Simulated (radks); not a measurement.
Values are calculated unless marked as measured or tabulated.
Sr, configuration [Kr] 5s2. Code: a radial shooting solver on a logarithmic mesh with Libxc functionals. Model: scalar-relativistic Kohn-Sham, LDA (Slater exchange, VWN5 correlation), spin-unpolarised, spherical densities, point nucleus; hard spherical wall at 1.5 bohr.

Local quantities along the radius. ELF = 1/(1 + alpha^2) is the electron localisation function; alpha = (tau - tau_W)/tau_unif compares the Pauli kinetic energy density with that of the uniform gas; r v_xc is r times the local exchange-correlation potential (hartree bohr); 4 pi r^2 rho is in e/bohr. tau is taken from the large components.

r (bohr),ELF,alpha,r v_xc,4 pi r^2 rho
0.001854,1.000,0.02072,-0.06375,1.810
0.002319,1.000,0.02115,-0.07837,2.687
0.002901,1.000,0.02199,-0.09605,3.953
0.00363,0.999,0.02334,-0.1173,5.752
0.004505,0.999,0.02530,-0.1416,8.150
0.005636,0.999,0.02828,-0.1712,11.50
0.007051,0.999,0.03271,-0.2054,15.89
0.008822,0.998,0.03940,-0.2444,21.36
0.01104,0.998,0.04989,-0.2875,27.78
0.01381,0.996,0.06710,-0.3337,34.68
0.01727,0.991,0.09708,-0.3810,41.16
0.02161,0.977,0.1529,-0.4263,45.98
0.02704,0.935,0.2639,-0.4662,47.93
0.03383,0.806,0.4913,-0.4980,46.54
0.04232,0.544,0.9163,-0.5235,43.00
0.05252,0.335,1.408,-0.5518,40.36
0.06571,0.319,1.461,-0.6027,41.84
0.08221,0.500,1.000,-0.6837,48.63
0.1028,0.717,0.6279,-0.7764,56.70
0.1287,0.792,0.5129,-0.8471,58.49
0.161,0.678,0.6888,-0.8699,50.12
0.2014,0.342,1.386,-0.8582,37.91
0.2519,0.255,1.708,-0.8940,33.83
0.3152,0.557,0.8915,-1.023,40.20
0.3943,0.757,0.5671,-1.142,44.34
0.4894,0.655,0.7263,-1.164,37.12
0.6123,0.389,1.253,-1.127,26.20
0.766,0.396,1.235,-1.142,21.26
0.9584,0.330,1.425,-1.192,18.82
1.199,0.668,0.7054,-1.189,14.43

On this mesh the ELF has minima near r = 0.059, 0.23, 0.68, 0.96 bohr, which separate the shells, and maxima near 0.13 (0.79), 0.39 (0.76), 0.77 (0.40).
